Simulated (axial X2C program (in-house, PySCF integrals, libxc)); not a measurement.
## RbOs: a run with one poor setting

Computed with an axial X2C code built on PySCF integrals. Spin-free means the one-electron spin-free X2C Hamiltonian. Basis: Os dyall-v2z [11s12p9d6f], Rb dyall-v2z [10s11p6d] (cores contracted in-house); Gaussian nuclei, density fitting, unrestricted open shells. Masses: Os 191.961 u, Rb 84.912 u.

One setting of this run was spoiled on purpose, so its numbers are not properties of RbOs. Level: MP2, scalar-relativistic; state M_S = 3/2, Λ = 0 (beyond evenly filled blocks: σα, δ+α, δ-α).

| R (Å) | E − E(lowest point) (eV) |
| --- | --- |
| 2.788 | 0.0932 |
| 2.917 | 0.0153 |
| 3.013 | 0.0000 |
| 3.109 | 0.0131 |
| 3.205 | 0.0481 |
| 3.317 | 0.1108 |
| 3.429 | 0.1912 |
| 3.574 | 0.3146 |
| 3.750 | 0.4872 |
| 4.006 | 0.7601 |

Fit: Re 3.012 Å, ωe 118.6 cm⁻¹, residual 0.95 microhartree, De 0.40 eV.

17 electrons were correlated into 117 virtual spinors.

Which setting was spoiled?
A. virtual space cut too low
B. too few iterations allowed
C. an excited determinant was followed
D. density fitting set too sparse
E. integration grid too coarse

A. Virtual space cut too low: only virtuals below 3 hartree against the usual 25.
